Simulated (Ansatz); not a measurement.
The cluster Si₄Ge₆. The state is a singlet with charge 0. Geometry PBE-D4/def2-SVP.

```xyz
10

Si    0.4061   -0.4711    1.5504
Si   -1.9161   -0.3677    0.2098
Si   -0.3189   -2.0196   -0.4326
Si   -1.0957    1.2773    1.9024
Ge   -2.2077    1.2306   -1.7047
Ge    1.9501   -0.2921   -0.8302
Ge    1.8292    1.5556    1.1052
Ge   -0.2711   -0.3555   -2.1985
Ge   -0.1045    1.8535   -0.4124
Ge    1.7285   -2.4109    0.8105
```

The structure comes from a short search, and lower isomers may exist.

Q: Estimate the orbital energies around the gap (eV) in Ansatz with HF/STO-3G, PBE-D4/def2-SVP, PBE-D4/def2-TZVP, r2SCAN-D4/def2-TZVP, PBE0-D4/def2-TZVP.

A: 
| orbital | HF/STO-3G | PBE-D4/def2-SVP | PBE-D4/def2-TZVP | r2SCAN-D4/def2-TZVP | PBE0-D4/def2-TZVP |
| --- | --- | --- | --- | --- | --- |
| HOMO−9 | -7.64 | -7.75 | -7.62 | -8.00 | -8.67 |
| HOMO−8 | -6.18 | -6.89 | -6.77 | -7.06 | -7.61 |
| HOMO−7 | -5.85 | -6.83 | -6.71 | -7.01 | -7.55 |
| HOMO−6 | -5.73 | -6.56 | -6.44 | -6.74 | -7.27 |
| HOMO−5 | -5.67 | -6.50 | -6.40 | -6.67 | -7.23 |
| HOMO−4 | -5.16 | -6.16 | -6.06 | -6.33 | -6.87 |
| HOMO−3 | -4.36 | -5.98 | -5.88 | -6.14 | -6.63 |
| HOMO−2 | -4.14 | -5.64 | -5.55 | -5.79 | -6.32 |
| HOMO−1 | -3.82 | -5.55 | -5.46 | -5.70 | -6.19 |
| HOMO | -3.70 | -5.32 | -5.22 | -5.45 | -5.95 |
| LUMO | 3.16 | -3.76 | -3.68 | -3.77 | -3.20 |
| LUMO+1 | 4.14 | -3.21 | -3.15 | -3.19 | -2.60 |
| LUMO+2 | 5.06 | -2.84 | -2.79 | -2.78 | -2.20 |
| LUMO+3 | 5.47 | -2.63 | -2.58 | -2.57 | -1.99 |
| LUMO+4 | 6.36 | -2.46 | -2.47 | -2.42 | -1.83 |
| LUMO+5 | 6.68 | -2.07 | -2.04 | -1.96 | -1.41 |
